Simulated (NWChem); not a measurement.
System: SiH3S3F; SMILES F[Si](S)(S)S

Output (shortened):

```
             Northwest Computational Chemistry Package (NWChem) 7.3.0
             --------------------------------------------------------

 C3  symmetry detected

                             Geometry "geometry" -> ""
                             -------------------------

 Output coordinates in angstroms (scale by  1.889725989 to convert to a.u.)

  No.       Tag          Charge          X              Y              Z
 ---- ---------------- ---------- -------------- -------------- --------------
    1 F                    9.0000    -0.00000000     0.00000000    -1.87419714
    2 Si                  14.0000    -0.00000000     0.00000000    -0.25007514
    3 S                   16.0000    -1.60738865     1.19681152     0.44509086
    4 S                   16.0000    -0.23277486    -1.99044517     0.44509086
    5 S                   16.0000     1.84016351     0.79363365     0.44509086
    6 H                    1.0000    -1.27931073     2.25551581    -0.33184514
    7 H                    1.0000    -1.31367863    -2.23567350    -0.33184514
    8 H                    1.0000     2.59298936    -0.01984231    -0.33184514

 Effective nuclear repulsion energy (a.u.)     445.7013779216

      Symmetry information
      --------------------

 Group name             C3
 Group number              5
 Group order               3
 No. of unique centers     4

                                 NWChem DFT Module
                                 -----------------

 Summary of "ao basis" -> "ao basis" (spherical)
 ------------------------------------------------------------------------------
       Tag                 Description            Shells   Functions and Types
 ---------------- ------------------------------  ------  ---------------------
 F                          cc-pvtz                 10       30   4s3p2d1f
 Si                         cc-pvtz                 12       34   5s4p2d1f
 S                          cc-pvtz                 12       34   5s4p2d1f
 H                          cc-pvtz                  6       14   3s2p1d

      Symmetry analysis of basis
      --------------------------

        a          74
        e+         67
        e-         67

  Rotation of axis

            General Information
            -------------------
          SCF calculation type: DFT
          Wavefunction type:  closed shell.
          No. of atoms     :     8
          No. of electrons :    74
           Alpha electrons :    37
            Beta electrons :    37
          Charge           :     0
          Spin multiplicity:     1
          Use of symmetry is: on ; symmetry adaption is: on
          Maximum number of iterations: 150
          AO basis - number of functions:   208
                     number of shells:    76
          Convergence on energy requested:  1.00D-06
          Convergence on density requested:  1.00D-05
          Convergence on gradient requested:  5.00D-04

              XC Information
              --------------
                  TPSS metaGGA Exchange Functional  1.000
             TPSS03 metaGGA Correlation Functional  1.000

             Grid Information
             ----------------
          Grid used for XC integration:  medium
          Radial quadrature: Mura-Knowles
          Angular quadrature: Lebedev.
          Tag              B.-S. Rad. Rad. Pts. Rad. Cut. Ang. Pts.
          ---              ---------- --------- --------- ---------
          F                   0.50       49           9.0       434
          Si                  1.10       88           9.0       590
          S                   1.00       88          12.0       590
          H                   0.35       45          12.0       434
          Grid pruning is: on
          Number of quadrature shells:   270
          Spatial weights used:  Erf1

      Superposition of Atomic Density Guess
      -------------------------------------

 Sum of atomic energies:       -1582.21304125

      Non-variational initial energy
      ------------------------------

 Total energy =   -1583.570902
 1-e energy   =   -3078.687982
 2-e energy   =    1049.415701
 HOMO         =      -0.329349
 LUMO         =       0.041575

      Symmetry analysis of molecular orbitals - initial
      -------------------------------------------------

  Numbering of irreducible representations:

     1 a           2 e+          3 e-

  Orbital symmetries:

     1 a           2 e+          3 e+          4 a           5 a
     6 a           7 e+          8 e+          9 a          10 e+
    11 e+         12 a          13 e+         14 e+         15 a
    16 e+         17 e+         18 a          19 a          20 e+
    21 e+         22 a          23 a          24 e+         25 e+
    26 a          27 e+         28 e+         29 a          30 e+
    31 e+         32 a          33 e+         34 e+         35 a
    36 e+         37 e+         38 a          39 a          40 e+
    41 e+         42 a          43 e+         44 e+         45 e+
    46 e+         47 a

------------------------------------------------------------
EAF file 0: "./job.aoints.0" size=247988224 bytes
------------------------------------------------------------
               write      read    awrite     aread      wait
               -----      ----    ------     -----      ----
     calls:      473         0         0         0         0
   data(b): 2.48e+08  0.00e+00  0.00e+00  0.00e+00
   time(s): 0.00e+00  0.00e+00  0.00e+00  0.00e+00  0.00e+00
rate(mb/s): 0.00e+00  0.00e+00
------------------------------------------------------------

     ---------------------------------------------
      Total Density - Mulliken Population Analysis
     ---------------------------------------------

    Atom       Charge   Shell Charges
 -----------   ------   -------------------------------------------------------
    1 F    9     9.50   1.95  1.09  0.27  0.59  1.63  2.60  1.36  0.00  0.00  0.00
    2 Si  14    12.91   2.00  1.93  0.77  0.13  0.20  5.49  1.04  0.56  0.28  0.24  0.18  0.08
    3 S   16    16.44   2.00  1.89  1.13  0.18  0.60  5.81  2.57  0.84  1.35  0.04  0.02  0.00
    4 S   16    16.44   2.00  1.89  1.13  0.18  0.60  5.81  2.57  0.84  1.35  0.04  0.02  0.00
    5 S   16    16.44   2.00  1.89  1.13  0.18  0.60  5.81  2.57  0.84  1.35  0.04  0.02  0.00
    6 H    1     0.76   0.19  0.39  0.14  0.01  0.03  0.00
    7 H    1     0.76   0.19  0.39  0.14  0.01  0.03  0.00
    8 H    1     0.76   0.19  0.39  0.14  0.01  0.03  0.00

   convergence    iter        energy       DeltaE   RMS-Dens  Diis-err
 ---------------- ----- ----------------- --------- --------- ---------
 d= 0,ls=0.0,diis     1  -1585.9725022505 -2.03D+03  5.26D-03  1.12D+00
 d= 0,ls=0.0,diis     2  -1585.8386681176  1.34D-01  3.15D-03  2.57D+00
 d= 0,ls=0.0,diis     3  -1586.0692410038 -2.31D-01  9.38D-04  1.48D-01
 d= 0,ls=0.0,diis     4  -1586.0772548354 -8.01D-03  4.93D-04  2.38D-02
 d= 0,ls=0.0,diis     5  -1586.0804145889 -3.16D-03  1.30D-04  1.77D-03
  Resetting Diis
 d= 0,ls=0.0,diis     6  -1586.0806365696 -2.22D-04  4.72D-05  2.45D-04
 d= 0,ls=0.0,diis     7  -1586.0806737187 -3.71D-05  2.29D-05  1.23D-05
 d= 0,ls=0.0,diis     8  -1586.0806708837  2.83D-06  1.40D-05  3.24D-05
 d= 0,ls=0.0,diis     9  -1586.0806754726 -4.59D-06  1.85D-06  9.26D-07
 d= 0,ls=0.0,diis    10  -1586.0806755541 -8.15D-08  3.78D-07  2.55D-08

         Total DFT energy =    -1586.080675554144
      One electron energy =    -3081.438669805761
           Coulomb energy =     1159.379154370199
    Exchange-Corr. energy =     -109.722538040191
 Nuclear repulsion energy =      445.701377921609

 Numeric. integr. density =       73.999994627209

                  Occupations of the irreducible representations
                  ----------------------------------------------

                     irrep           alpha         beta
                     --------     --------     --------
                     a                15.0         15.0
                     e+               22.0         22.0
                     e-                0.0          0.0

                       DFT Final Molecular Orbital Analysis
                       ------------------------------------

 Vector   35  Occ=2.000000D+00  E=-2.581130D-01  Symmetry=a
              MO Center= -7.4D-14,  3.2D-13,  3.2D-01, r^2= 5.2D+00
   Bfn.  Coefficient  Atom+Function         Bfn.  Coefficient  Atom+Function
  ----- ------------  ---------------      ----- ------------  ---------------
   142     -0.217903  5 S  py               107     -0.206377  4 S  px
    75      0.200378  3 S  pz               109      0.200378  4 S  pz
   143      0.200378  5 S  pz                73      0.171043  3 S  px
   148     -0.144177  5 S  py                74      0.139552  3 S  py
    81      0.134118  3 S  pz               115      0.134118  4 S  pz

 Vector   36  Occ=2.000000D+00  E=-2.530218D-01  Symmetry=e+
              MO Center=  6.6D-01,  5.4D-01,  3.8D-01, r^2= 4.6D+00
   Bfn.  Coefficient  Atom+Function         Bfn.  Coefficient  Atom+Function
  ----- ------------  ---------------      ----- ------------  ---------------
   143      0.310208  5 S  pz               142     -0.275881  5 S  py
    75     -0.228378  3 S  pz               149      0.208983  5 S  pz
   148     -0.197163  5 S  py                81     -0.157820  3 S  pz
   108     -0.141309  4 S  py               146      0.132919  5 S  pz
    74     -0.126330  3 S  py               145     -0.118346  5 S  py

 Vector   37  Occ=2.000000D+00  E=-2.530218D-01  Symmetry=e+
              MO Center= -6.6D-01, -5.4D-01,  3.8D-01, r^2= 4.6D+00
   Bfn.  Coefficient  Atom+Function         Bfn.  Coefficient  Atom+Function
  ----- ------------  ---------------      ----- ------------  ---------------
   109      0.310953  4 S  pz                73     -0.236017  3 S  px
    75     -0.226343  3 S  pz               107     -0.221038  4 S  px
   115      0.211774  4 S  pz                79     -0.160202  3 S  px
   113     -0.159714  4 S  px                81     -0.150195  3 S  pz
   112      0.133557  4 S  pz                76     -0.102583  3 S  px

 Vector   38  Occ=0.000000D+00  E=-3.044767D-02  Symmetry=a
              MO Center=  7.9D-13,  4.1D-13,  1.5D-01, r^2= 6.1D+00
   Bfn.  Coefficient  Atom+Function         Bfn.  Coefficient  Atom+Function
  ----- ------------  ---------------      ----- ------------  ---------------
    35      0.710472  2 Si s                169     -0.473679  6 H  s
   183     -0.473679  7 H  s                197     -0.473679  8 H  s
    33      0.450658  2 Si s                 80      0.436643  3 S  py
   147      0.433187  5 S  px               113     -0.323101  4 S  px
   114     -0.313658  4 S  py                74      0.186365  3 S  py

 Vector   39  Occ=0.000000D+00  E=-1.923455D-02  Symmetry=e+
              MO Center=  6.6D-01, -4.9D-01,  5.5D-02, r^2= 6.5D+00
   Bfn.  Coefficient  Atom+Function         Bfn.  Coefficient  Atom+Function
  ----- ------------  ---------------      ----- ------------  ---------------
   197     -0.842680  8 H  s                183      0.824784  7 H  s
   103     -0.500050  4 S  s                147      0.486744  5 S  px
   137      0.377503  5 S  s                 45      0.343115  2 Si px
   113      0.312750  4 S  px               115      0.277536  4 S  pz
   196     -0.271271  8 H  s                149     -0.252139  5 S  pz

 Vector   40  Occ=0.000000D+00  E=-1.923455D-02  Symmetry=e+
              MO Center= -6.6D-01,  4.9D-01,  5.5D-02, r^2= 6.5D+00
   Bfn.  Coefficient  Atom+Function         Bfn.  Coefficient  Atom+Function
  ----- ------------  ---------------      ----- ------------  ---------------
   169      0.962711  6 H  s                 69     -0.506655  3 S  s
    80     -0.495439  3 S  py               183     -0.496855  7 H  s
   197     -0.465856  8 H  s                137      0.359457  5 S  s
    46     -0.343115  2 Si py                81      0.305808  3 S  pz
   114     -0.295361  4 S  py               168      0.286299  6 H  s

------------------------------------------------------------
EAF file 0: "./job.aoints.0" size=427819008 bytes
------------------------------------------------------------
               write      read    awrite     aread      wait
               -----      ----    ------     -----      ----
     calls:      816         9         0      7335      7335
   data(b): 4.28e+08  4.72e+06  0.00e+00  3.85e+09
   time(s): 0.00e+00  0.00e+00  0.00e+00  0.00e+00  0.00e+00
rate(mb/s): 0.00e+00  0.00e+00
------------------------------------------------------------

     ---------------------------------------------
      Total Density - Mulliken Population Analysis
     ---------------------------------------------

    Atom       Charge   Shell Charges
 -----------   ------   -------------------------------------------------------
    1 F    9     9.25   1.94  1.05  0.28  0.62  1.58  2.37  1.40  0.00  0.01  0.00
    2 Si  14    13.43   2.00  1.88  0.82  0.20  0.08  5.52  1.35  0.59  0.23  0.38  0.27  0.10
    3 S   16    16.20   2.00  1.85  1.14  0.22  0.61  5.80  2.43  0.89  1.18  0.05  0.02  0.01
    4 S   16    16.20   2.00  1.85  1.14  0.22  0.61  5.80  2.43  0.89  1.18  0.05  0.02  0.01
    5 S   16    16.20   2.00  1.85  1.14  0.22  0.61  5.80  2.43  0.89  1.18  0.05  0.02  0.01
    6 H    1     0.91   0.24  0.50  0.11  0.01  0.05  0.00
    7 H    1     0.91   0.24  0.50  0.11  0.01  0.05  0.00
    8 H    1     0.91   0.24  0.50  0.11  0.01  0.05  0.00

     -------------------------------------------
      Total Density - Lowdin Population Analysis
     -------------------------------------------

    Atom       Charge   Shell Charges
 -----------   ------   -------------------------------------------------------
    1 F    9     8.90   1.60  0.93  0.56  0.55  1.55  2.31  1.40  0.00  0.01  0.00
    2 Si  14    14.67   1.99  1.39  0.67  0.50  0.28  4.80  1.29  1.15  0.75  1.16  0.30  0.40
    3 S   16    15.69   1.98  1.34  0.95  0.62  0.51  5.05  2.33  1.42  1.36  0.10  0.02  0.01
    4 S   16    15.69   1.98  1.34  0.95  0.62  0.51  5.05  2.33  1.42  1.36  0.10  0.02  0.01
    5 S   16    15.69   1.98  1.34  0.95  0.62  0.51  5.05  2.33  1.42  1.36  0.10  0.02  0.01
    6 H    1     1.12   0.24  0.43  0.21  0.01  0.20  0.03
    7 H    1     1.12   0.24  0.43  0.21  0.01  0.20  0.03
    8 H    1     1.12   0.24  0.43  0.21  0.01  0.20  0.03

     Multipole analysis of the density
     ---------------------------------

     L   x y z        total         alpha         beta         nuclear
     -   - - -        -----         -----         ----         -------
     0   0 0 0     -0.000000    -37.000000    -37.000000     74.000000

     1   1 0 0      0.000000      0.000000      0.000000     -0.000000
     1   0 1 0      0.000000      0.000000      0.000000      0.000000
     1   0 0 1     -0.211380     -0.105690     -0.105690      0.000000

     2   2 0 0    -41.165092   -210.690526   -210.690526    380.215959
     2   1 1 0     -0.000000     -0.000000     -0.000000     -0.000000
     2   1 0 1      0.000000      0.000000      0.000000     -0.000000
     2   0 2 0    -41.165092   -210.690526   -210.690526    380.215959
     2   0 1 1     -0.000000     -0.000000     -0.000000      0.000000
     2   0 0 2    -46.314196    -98.736006    -98.736006    151.157817
```

Level: TPSS/cc-pVTZ. Geometry: optimised at PBE0/def2-SVP.

### Question
Which NWChem input produces such a log?

### Answer
Several could match; the one computed here: the input that was run:
```
start job
memory heap 200 mb stack 900 mb global 1100 mb
geometry units angstroms noautoz
  F      0.000000     0.000000    -1.774338
  Si     0.000000     0.000000    -0.150216
  S     -0.602631     1.911254     0.544950
  S     -1.353879    -1.477521     0.544950
  S      1.956510    -0.433733     0.544950
  H      0.283100     2.577565    -0.231986
  H     -2.373787    -1.043611    -0.231986
  H      2.090687    -1.533954    -0.231986
end
basis spherical
  F library cc-pvtz
  Si library cc-pvtz
  S library cc-pvtz
  H library cc-pvtz
end
dft
  xc xtpss03 ctpss03
  iterations 150
  semidirect filesize 400000000
  mulliken
end
task dft energy
```
